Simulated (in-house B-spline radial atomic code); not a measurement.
Ionising Rb³⁺ with different functionals

Computed with an all-electron radial atomic-structure program (B-spline basis): four-component Dirac-Coulomb Hamiltonian, Fermi nucleus of rms radius 4.2036 fm, spin-restricted, spherical fractional occupations for the functionals. The ionisation energy is the difference of two self-consistent energies, [Ar] 3d10 4s2 4p4 → [Ar] 3d10 4s2 4p3, without Breit or QED terms; ε is the level of the shell that loses the electron (mean over j). The electron is taken from both j subshells in proportion to 2j + 1, so the result is a j average, not the step between ground levels.

Hybrids are left out here: with spherical fractional occupations of an open shell their exact exchange keeps a self-interaction that integer-occupation calculations don't have.

| method | rung | ΔSCF (eV) | -ε(4p) (eV) |
| --- | --- | --- | --- |
| LDA VWN5 | LDA | 53.80 | 46.94 |
| relativistic LDA | LDA | 53.79 | 46.93 |
| LDA PW92 | LDA | 53.80 | 46.94 |
| LDA exchange-only | LDA | 52.23 | 45.39 |
| PBE | GGA | 53.58 | 46.75 |
| PBEsol | GGA | 53.60 | 46.76 |
| BLYP | GGA | 53.44 | 46.59 |
| RPBE | GGA | 53.54 | 46.71 |
| PW91 | GGA | ? | ? |
| BP86 | GGA | 53.71 | 46.87 |
| AM05 | GGA | ? | ? |
| OLYP | GGA | 53.65 | 46.82 |

Task: What does AM05 give?

Result: ΔSCF 53.59 eV, and -ε(4p) = 46.75 eV.

Task: What does PW91 give?

Result: ΔSCF 53.68 eV, and -ε(4p) = 46.83 eV.

Task: How do they compare with the NIST value?

Result: NIST lists 52.2 eV ± 0.25 (semi-empirical, ground level to ground level). Errors run from +0.03 to +1.60 eV. The correlated functionals all miss on the same side by more than they spread, so the cause is common to them (Breit-QED terms, spin polarisation, the choice among j levels, multiplet and fine-structure energies, or a listed next ion that isn't the cheapest removal here) and closeness doesn't rank the functionals.
